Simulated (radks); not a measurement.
Spin polarisation of the 4f1 shell in neutral cerium. Start: [Xe] 4f(up 0.5, down 0.5) 5d(up 0.5, down 0.5) 6s2; electrons of 4f are moved from spin down to spin up, other shells keep equal spins. All-electron calculation, scalar-relativistic Kohn-Sham, PBEsol, spin-polarised, spherical densities, point nucleus. Program: a radial shooting solver on a logarithmic mesh with Libxc functionals.

[
 {"moment (Bohr magnetons)": "0", "E - E(0) (eV)": "0.000", "e(4f up) (eV)": "-5.423", "e(4f down) (eV)": "-5.423", "5d down minus up (eV)": "0.000", "6s down minus up (eV)": "0.000"},
 {"moment (Bohr magnetons)": "0.25", "E - E(0) (eV)": "-0.010", "e(4f up) (eV)": "-5.504", "e(4f down) (eV)": "-5.338", "5d down minus up (eV)": "0.033", "6s down minus up (eV)": "0.010"},
 {"moment (Bohr magnetons)": "0.5", "E - E(0) (eV)": "-0.042", "e(4f up) (eV)": "-5.583", "e(4f down) (eV)": "-5.250", "5d down minus up (eV)": "0.067", "6s down minus up (eV)": "0.021"},
 {"moment (Bohr magnetons)": "0.75", "E - E(0) (eV)": "-0.094", "e(4f up) (eV)": "-5.658", "e(4f down) (eV)": "-5.159", "5d down minus up (eV)": "0.100", "6s down minus up (eV)": "0.031"},
 {"moment (Bohr magnetons)": "1", "E - E(0) (eV)": "-0.166", "e(4f up) (eV)": "-5.729", "e(4f down) (eV)": "-5.065", "5d down minus up (eV)": "0.134", "6s down minus up (eV)": "0.041"}
]

At moment 1 the spin-polarisation energy is -0.166 eV and the 4f exchange splitting 0.664 eV, that is 0.664 eV per Bohr magneton; E = -I m^2/4 would give I = 0.665 eV.
